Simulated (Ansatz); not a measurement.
`CCSCS` and `[SiH3][SiH2]SCS` differ in one atom or group.

Ansatz, PBE0-D4/def2-TZVP geometries, multiplicity 1. Each molecule was computed in one conformer, which needn't be the lowest.

| property | `CCSCS` |
| --- | --- |
| HOMO–LUMO gap (B3LYP/def2-TZVPP) / eV | 6.27 |
| LUMO energy (B3LYP/def2-TZVPP) / eV | 0.00 |
| HOMO energy (PBE/def2-TZVPP) / eV | -5.26 |
| HOMO energy (PBE0/def2-TZVPP) / eV | -6.49 |
| HOMO energy (ωB97M-V/def2-TZVPP) / eV | -8.72 |
| LUMO energy (ωB97M-V/def2-TZVPP) / eV | 2.10 |

Task: What does the change do to each property? (An estimate is asked.)

Result: The calculation gave: 
```json
{"property": "HOMO–LUMO gap (B3LYP/def2-TZVPP) / eV", "`[SiH3][SiH2]SCS`": "5.91", "shift": "-0.36"}
{"property": "LUMO energy (B3LYP/def2-TZVPP) / eV", "`[SiH3][SiH2]SCS`": "-0.80", "shift": "-0.80"}
{"property": "HOMO energy (PBE/def2-TZVPP) / eV", "`[SiH3][SiH2]SCS`": "-5.79", "shift": "-0.53"}
{"property": "HOMO energy (PBE0/def2-TZVPP) / eV", "`[SiH3][SiH2]SCS`": "-6.94", "shift": "-0.45"}
{"property": "HOMO energy (ωB97M-V/def2-TZVPP) / eV", "`[SiH3][SiH2]SCS`": "-9.05", "shift": "-0.33"}
{"property": "LUMO energy (ωB97M-V/def2-TZVPP) / eV", "`[SiH3][SiH2]SCS`": "1.21", "shift": "-0.89"}
```

With PBE0 the HOMO falls by 0.45 eV and the LUMO falls by 0.90 eV, so the gap narrows by about 0.45 eV. PBE moves the HOMO by -0.53 eV and ωB97M-V by -0.33 eV.

B3LYP here is the variant with VWN-RPA as its local correlation; programs differ in this.
